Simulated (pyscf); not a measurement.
:N–F [triplet] + germane (GeH₄) → •HN–F + GeH₃•, a hydrogen abstraction (triplet surface; Ge–H broken, H–N formed). Structures and frequencies: ωB97X-D3(BJ)/def2-SVP in PySCF. MP2 and CC: frozen core, UHF for open shells. ΔMP2 is the change of the MP2 total energy from the triple- to the quadruple-zeta basis. Energies in eV from the separated reactants.

AM1 to PM7: differences of heats of formation from MOPAC. Open shells are spin-unrestricted. 

Q: Quick PM7 single points give ΔE‡ = 0.24 eV and ΔE = -0.21 eV. What does CCSD(T)/def2-TZVPP + ΔMP2(QZVPP) give, and how far is the quick result from it?

A: CCSD(T)/def2-TZVPP + ΔMP2(QZVPP) gives ΔE‡ = 0.85 eV and ΔE = +0.47 eV. PM7 lies 0.61 eV under it in the barrier and 0.67 eV under it in the reaction energy, so on this step it does not hold to within 0.13 eV. CCSD(T)/def2-TZVPP + ΔMP2(QZVPP) has limits of its own. •HN–F + GeH₃• also meet on a surface of lower spin, which isn't treated here. One saddle was located; it need not be the lowest between these sides. The angle at the transferred H is 168°. The CCSD(T) − MP2 part came from Ansatz, without density fitting, on the same reference. The frozen core leaves the outer d or s,p core shells of the metals and heavy elements correlated in the MP2 and CC values, and def2-TZVPP describes them poorly, which can shift differences by a few kcal/mol. In the def2 sets elements up to Kr have no core potential.
